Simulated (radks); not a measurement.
Results of a calculation; reference values are marked as such.
These are the eigenvalues of the occupied orbitals of an atom or ion with whole-number occupations (eV). Level of theory: scalar-relativistic Kohn-Sham, PBE, spin-polarised, spherical densities, point nucleus (a radial shooting solver on a logarithmic mesh with Libxc functionals).

| orbital | eigenvalue |
|---|---|
| 1s up | -70133.53 |
| 1s down | -70133.38 |
| 2s up | -14281.52 |
| 2s down | -14268.28 |
| 2p up | -12858.36 |
| 2p down | -12847.87 |
| 3s up | -5131.507 |
| 3s down | -5116.765 |
| 3p up | -4706.389 |
| 3p down | -4691.469 |
| 3d up | -4253.376 |
| 3d down | -4234.650 |

Which element is it, and in what charge state? The configuration may be excited. Open shells, if any, are filled with parallel spins first.

Answer. Z = 73, tantalum, charge +48: Ta48+ in [Ar] 3d7. The list shows which subshells hold electrons but not how many an open one holds; the 1s level, -2577.4 hartree, gives Z - s = 71.8 by -(Z - s)^2/2, which with screening and relativity narrows Z to a few neighbours, and the depths of the outer levels then fix element, charge and occupations together.
